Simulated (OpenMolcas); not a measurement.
An OpenMolcas run meant for neutral potassium (ANO-RCC-VDZP, X2C; inactive shells 1s 2s 2p 3s 3p; intended active space 1 electron in 4 orbitals (4s 4p)). One step of its input:

```
&CASPT2
Multistate=1 1
Frozen=2 3
IPEA=0.25
Shift=1.5
MaxIter=60
WThr=0.0 0.3 0.05
PrWF=0.5
NoMix
```

The run finished. Its levels beside those of a sound run (SS-CASPT2, IPEA 0.25 Eh, imaginary shift 0.1 Eh (closed shells correlated: 3s 3p)), in cm⁻¹ above each run's lowest level:

```tsv
Level	This run	Usual run
4s ²S_1/2	0.0	0.0
4p ²P°_1/2	12486	12656
4p ²P°_3/2	12524	12694
```

**Question.** Which setting is unsound, and how much does it matter here?

**Answer.** The level shift is far above the usual 0.1 to 0.3 hartree and damps the second-order energy. Against the sound run the excited levels shown move by 170 cm-1 on average and by 170 cm-1 at most.

ANO sets are built for ground and valence states and can reach diffuse excited orbitals poorly. With one active electron, CASPT2 adds the correlation within the correlated inactive shells and between them and that electron, and leaves the splitting within a term as the reference gives it. Levels of configurations outside the active space are missing.

° marks odd parity.
